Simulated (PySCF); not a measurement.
# Correlation energy of Br⁺ (bromine, charge +1)

[Ar] 3d10 4s1 4p5, 4s spin antiparallel (an excited configuration). All numbers are calculated (PySCF 2.14, the spin-free X2C one-electron Hamiltonian (Gaussian nucleus), in ANO-RCC-VTZP). Frozen: [Ar] 3d10; 6 electrons correlated.

MP2 pair energies summed by pair of shells (mhartree):

```json
{"pair": "4p-4p", "energy": "-128.47", "share (%)": "74.1"}
{"pair": "4s-4p", "energy": "-44.80", "share (%)": "25.9"}
```

Total MP2 correlation energy: -173.26 mhartree.

Same-spin part -27.64 and opposite-spin part -145.62 mhartree; SCS-MP2 scales them by 1/3 and 6/5 to -183.95 mhartree.
